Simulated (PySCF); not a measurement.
A structure optimised at PBE-D3(BJ)/def2-SVP, used in a PySCF frequency run:

```
C
H 1 1.1190
C 1 1.5375 2 107.81
H 3 1.1089 1 112.37 2 59.57
H 3 1.1110 4 107.00 1 -122.75
H 3 1.1130 4 107.53 5 -114.33
C 1 1.5394 2 107.45 3 -121.44
H 7 1.1104 1 112.64 2 -59.94
H 7 1.1115 8 107.10 1 123.12
H 7 1.1129 8 107.11 9 114.01
Al 1 1.9741 2 103.05 7 -117.99
F 11 1.6862 1 118.93 2 -94.32
H 11 1.5981 12 115.50 4 -178.57
```

**Question.** Write its SMILES and formula.

**Answer.** C[CH](C)[AlH][F], C3H8AlF

**Question.** What are its rotational constants (standard atomic weights)?

**Answer.** 6.2555, 2.3271, 1.7937 GHz
